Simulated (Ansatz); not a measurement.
Predict a relaxed structure of tetramethylammonium hexafluoroantimonate, `C[N+](C)(C)C.[F][Sb-]([F])([F])([F])([F])[F]`, charge 0, singlet, at PBE-D4/def2-SVP (Ansatz).


```xyz
24

C    -0.232    0.501    1.518
N    -1.193    0.036    0.453
C    -0.844   -1.374    0.048
C    -1.079    0.940   -0.748
C    -2.592    0.075    0.984
H     0.785    0.508    1.087
H    -0.528    1.519    1.831
H    -0.290   -0.199    2.371
H    -0.945   -2.026    0.934
H    -1.542   -1.691   -0.747
H     0.198   -1.381   -0.321
H    -1.309    1.973   -0.430
H    -0.046    0.875   -1.134
H    -1.802    0.600   -1.511
H    -2.845    1.114    1.260
H    -2.660   -0.577    1.874
H    -3.287   -0.285    0.203
F     4.491    0.412   -0.063
Sb    2.957   -0.091   -1.122
F     3.537    0.944   -2.645
F     1.951    1.468   -0.432
F     3.796   -1.706   -1.766
F     1.281   -0.563   -2.061
F     2.198   -1.073    0.417
```
Point group C3v (tolerance 0.1 Å). This is one stationary point.

In the def2 sets Sb takes a core potential; there is no spin–orbit coupling.
